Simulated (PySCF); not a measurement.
## Stationary points of LaOCl

Computed with PBE0 in PySCF with La def2-TZVP with ECP46, O def2-TZVP, Cl def2-TZVP; scalar-relativistic core potentials, no spin–orbit coupling; density-fitted integrals.

Relaxations began from a few typed shapes. The search is not exhaustive: other isomers or separated fragments can lie lower, and high-lying points may rest on an excited occupation.

Task: Which is the lowest minimum found?
A. singlet Cs: La–Cl 2.667 Å, La–O 1.914 Å; Cl–La–O 113.0°
B. singlet C∞v: La–Cl 2.822 Å, La–O 1.930 Å; Cl–La–O 180.0°
C. singlet Cs: La–Cl 2.666 Å, La–O 1.914 Å; Cl–La–O 113.1°

Result: A. The others lie at 0.2 (singlet Cs), 59.7 (singlet C∞v, a saddle point) kJ/mol above it.

Formally La is in oxidation state +3, with 0 electrons left for the f, d and s shells; the Mulliken f population is 0.14.
